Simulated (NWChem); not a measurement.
SiHSF, singlet; SMILES F[Si]S

```xyz
4

Si     0.6727     0.6504     0.0000
F     -0.7105     1.5553     0.0000
S     -0.2498    -1.3234     0.0000
H      0.9732    -1.9281     0.0000
```
Atoms are numbered in this order, from 1.

All runs: NWChem. Medium grid unless said otherwise, to which SCAN and Minnesota functionals are sensitive. Low-valent species are run as closed-shell singlets; no triplet was tried in these runs. Geometry: optimised at PBE-D3(BJ)/def2-SVP. Hybrids' shares of exact exchange are those that their runs print; pure functionals count as 0. The functionals differ in more than this share.

| row | share of exact exchange | orbital gap (eV) |
|---|---|---|
| PBE/def2-SVP | 0.00 | 3.24 |
| revPBE/def2-SVP | 0.00 | 3.26 |
| B3LYP/def2-SVP | 0.20 | 4.75 |
| PW6B95/def2-SVP | 0.28 | 5.25 |
| MN15/def2-SVP | 0.44 | 6.17 |
| M06-2X/def2-SVP | 0.54 | withheld |

Task: Fit a straight line of the last column on the one before it, predict the withheld value, and compare with the run.

Result: 
1. Means of the 5 shown rows: x = 0.184, y = 4.534. Slope Σ(x − x̄)(y − ȳ)/Σ(x − x̄)² = 0.9635/0.1427 = 6.751; intercept 3.292.
2. The shown rows scatter about the line by 0.075 (root mean square); the largest residual is +0.11, at B3LYP/def2-SVP.
3. At x = 0.54 (M06-2X/def2-SVP; beyond the shown range) the line gives 6.94.
4. The run gives 6.96, +0.02 from the line, 0.3 times the scatter.
